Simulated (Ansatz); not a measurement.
`C[SiH2][N]([GeH3])c1ccccc1` + CH₃NH₂ → `CNc1ccccc1` + `C[SiH2][NH][GeH3]`  (substitution at a C–N bond)

Isolated molecules relaxed with PBE0-D4/def2-TZVP in Ansatz; ΔE leaves out vibrations. CCSD(T)/CBS adds triple-zeta CCSD(T) − MP2 to the extrapolated MP2 energy (def2 sets, frozen cores). DFT in def2-TZVPP. For Ge outer-core shells are correlated without core-valence functions, which leaves a few kJ/mol of doubt a bond. Scalar relativity is left out up to krypton. Each species was taken in one conformer, which may not be the lowest.

```json
{"species": "`C[SiH2][N]([GeH3])c1ccccc1`", "PBE-D4 energy (Eh)": "-2695.09953"}
{"species": "CH₃NH₂", "PBE-D4 energy (Eh)": "-95.76915"}
{"species": "`CNc1ccccc1`", "PBE-D4 energy (Eh)": "-326.62084"}
{"species": "`C[SiH2][NH][GeH3]`", "PBE-D4 energy (Eh)": "-2464.25363"}
```

Work out ΔE.

ΔE = (-326.62084) + (-2464.25363) − (-2695.09953) − (-95.76915) = -0.00579 Eh = -0.16 eV. CCSD(T)/CBS gives -0.10 eV.

Largest T1 diagnostic among the species: 0.011.

In def2-TZVPP, CCSD(T) changes the Hartree–Fock value by +0.27 eV (the triples alone add +0.05 eV) and MP2 by +0.31 eV. The D4 term adds +0.18 eV with B3LYP and +0.11 eV with PBE0; it sums over pairs of atoms, weighted by their polarisabilities, and B3LYP, whose exchange is more repulsive, gets the larger term.

B3LYP here is the variant with VWN-RPA as its local correlation; programs differ in this.
